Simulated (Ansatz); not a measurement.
Ideal-gas functions of BrH$_{4}$HfNO$_{2}$ (`[NH2][Hf]([OH])([OH])[Br]`) at 500 K and 1 bar, from an Ansatz frequency run at PBE0-D4/def2-TZVP.

Molar mass 308.43 g/mol, point group Cs (symmetry number 1), electronic degeneracy 1, moments of inertia 183.64, 532.84, 541.52 u Å². Harmonic wavenumbers (cm⁻¹, unscaled): 100, 110, 133, 148, 161, 172, 214, 237, 256, 279, 299, 449, 513, 634, 695, 713, 1545, 3572, 3664, 4020, 4023.

Use S(trans) = R[1.5 ln M + 2.5 ln T − 1.1517]; rotational temperatures θ = 24.2544 K / I; S(rot) = R[ln(√π/σ · √(T³/θAθBθC)) + 1.5]; for each mode x = 1.438777 ν̃/T, S = R[x/(eˣ − 1) − ln(1 − e⁻ˣ)] and H = RT x/(eˣ − 1); 1 cm⁻¹ = 0.0119627 kJ/mol; R = 8.31446 J/(mol·K).

By hand: the entropy, in J/(mol·K).

Translation 191.1. Rotation: θ = 0.1321, 0.0455, 0.0448 K, giving 128.9. Vibration, mode by mode: 18.70, 17.91, 16.35, 15.47, 14.79, 14.25, 12.48, 11.66, 11.04, 10.36, 9.82, 6.74, 5.79, 4.38, 3.81, 3.66, 0.54, 0.00, 0.00, 0.00, 0.00, in all 177.7. Electronic 0.0. Sum 497.7 J/(mol·K).

By hand: H − E and G − E in kJ/mol, counted from the electronic energy.

Zero-point energy ½ × 21937 × 0.0119627 = 131.2; thermal vibration 42.5; translation, rotation and pV give 4 RT = 16.6. H − E = 190.3 kJ/mol, and G − E = 190.3 − 500 × 497.7/1000 = -58.6 kJ/mol.

Vibration gives 36 % of the entropy, 68.4 J/(mol·K) of it from the modes under 150 cm⁻¹: soft modes count most, and the harmonic formula is weakest for them. The sum counts one conformer and one mirror image; others add a mixing term.
